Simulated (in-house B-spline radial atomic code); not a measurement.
Computed with a B-spline radial atomic code. Model: two electrons, singlet ground state, non-relativistic, full CI in B-splines with partial waves to l = 8 (at full coupling up to 3e-4 hartree above the limit, correlation up to 0.6 % small), density held at that of full coupling by Lieb maximisation.

Along the adiabatic connection the electron repulsion is scaled by a coupling λ while a local potential keeps the density fixed. At λ = 0 the system is the Kohn-Sham one and W equals the exchange energy; the exchange-correlation energy is the area under W between 0 and 1. The kinetic energy rises with λ as the electrons avoid each other, with dT/dλ = −λ dW/dλ.

Command:
```bash
python run_ac.py task.json out
```
Settings (lengths in bohr, energies in hartree):
```
potential              gauss
strength               0.368
lmax                   8
second                 12.3
```

Run time, properties included: 27 s on 1 thread of Intel(R) Xeon(R) Processor @ 2.30GHz, with other jobs on the host.

**W = mean repulsion less Hartree energy, and W of three functionals.**

Given: confinement Gaussian well; well depth 0.368 hartree; well width 12.3 bohr; external potential -V exp(-r^2/w^2).

Computed: LDA exchange minus exact 22.162 millihartree; PBE exchange minus exact 6.4318 millihartree.

```
coupling  W xc (hartree)  W xc minus exchange (millihartree)  kinetic minus Kohn-Sham (millihartree)  LDA (PW92) W minus its exchange (millihartree)  PBE W minus its exchange (millihartree)  SCAN W minus its exchange (millihartree)
       0        -0.15504                                   0                                       0                                               0                                        0                                         0
    0.02        -0.15703                              -1.992                                    0.02                                           -7.66                                     -3.2                                     -1.82
    0.05         -0.1598                               -4.76                                    0.12                                          -14.34                                    -7.09                                     -4.31
    0.12        -0.16537                             -10.337                                    0.58                                          -24.62                                   -14.14                                     -9.33
    0.25               ?                                   ?                                       ?                                               ?                                        ?                                         ?
     0.4        -0.17961                              -24.57                                    4.05                                          -45.64                                   -30.97                                    -22.93
     0.6        -0.18545                             -30.414                                    6.93                                          -53.91                                   -38.16                                     -29.1
     0.8               ?                                   ?                                       ?                                               ?                                        ?                                         ?
       1        -0.19253                             -37.495                                   12.46                                           -64.4                                   -47.55                                    -37.11
     1.4        -0.19673                             -41.698                                   17.44                                          -71.06                                   -53.65                                    -42.04
       2         -0.2007                             -45.661                                   24.08                                          -77.73                                   -59.82                                    -46.63
       3        -0.20459                             -49.557                                   33.64                                          -84.71                                   -66.35                                    -50.82
     4.5         -0.2079                             -52.864                                    45.8                                          -90.98                                   -72.26                                    -53.93
       7        -0.21091                             -55.873                                   62.71                                          -96.98                                   -77.95                                    -56.27
```

**Question.** What belongs in the row 0.25?

**Answer.** W xc (hartree): -0.17323; W xc minus exchange (millihartree): -18.194; kinetic minus Kohn-Sham (millihartree): 2.01; LDA (PW92) W minus its exchange (millihartree): -36.6; PBE W minus its exchange (millihartree): -23.44; SCAN W minus its exchange (millihartree): -16.64.

**Question.** What belongs in the row 0.8?

**Answer.** W xc (hartree): -0.18952; W xc minus exchange (millihartree): -34.484; kinetic minus Kohn-Sham (millihartree): 9.76; LDA (PW92) W minus its exchange (millihartree): -59.85; PBE W minus its exchange (millihartree): -43.44; SCAN W minus its exchange (millihartree): -33.64.

**Question.** What is the SCAN exchange minus exact?

**Answer.** 0.1629 millihartree.

**Energy parts, natural occupations and partial-wave weights.**

Computed: exchange energy -0.15504 hartree; correlation energy -0.025037 hartree; kinetic part of the DFT correlation energy 0.012458 hartree; initial slope twice GL2 -0.10249 hartree; kinetic part over minus potential part 0.33225; Hartree energy 0.31007 hartree; Kohn-Sham kinetic 0.057938 hartree.

| natural | occupation of the shell (electrons) |
| --- | --- |
| s | 1.7553 |
| p | 0.2298 |
| s | 0.014204 |
| d | ? |
| p | 0.00017706 |
| f | 5.5181e-05 |

**Question.** What belongs in the row d?

**Answer.** occupation of the shell (electrons): 0.00033006.

```tsv
wave	weight
s	0.88479
p	0.11499
d	0.00017306
f	?
g	7.2595e-06
```

**Question.** What belongs in the row f?

**Answer.** weight: 3.0584e-05.

**Question.** What is the Lieb Oxford ratio E_xc over LDA exchange?

**Answer.** 1.3552.

**Question.** What is the total energy?

**Answer.** -0.3911 hartree.

Half-way to full coupling W has made 73 % of its drop, against 50 % for a straight line, and second-order (GL2) theory, half the initial slope, overshoots the correlation energy by about 105 %: correlation is strong. Over couplings 0 to 1 the errors in E_xc come to about +1.4 millihartree for LDA, -0.3 millihartree for PBE, +1.3 millihartree for SCAN, so PBE is nearest. In LDA and PBE the errors of exchange and correlation have opposite signs, so the sum is smaller than the larger of the two.
